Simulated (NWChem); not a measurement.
# MoNHSCl₂; SMILES [NH]=[Mo](=[S])([Cl])[Cl]

Not confirmed as a minimum by frequencies. def2 effective core potentials on Mo; no spin-orbit coupling.

Question: Give the equilibrium geometry at PBE0/def2-SVP with def2 effective core potentials on Mo (NWChem) as an XYZ file, with the point group.

Answer: point group Cs; any orientation.
```
6

Mo    -0.0005     0.2050     0.0000
N      0.0106     1.9045     0.0000
H      0.4434     2.8285     0.0000
S      1.9992    -0.4318     0.0000
Cl    -1.0070    -0.4741     1.9116
Cl    -1.0070    -0.4741    -1.9116
```
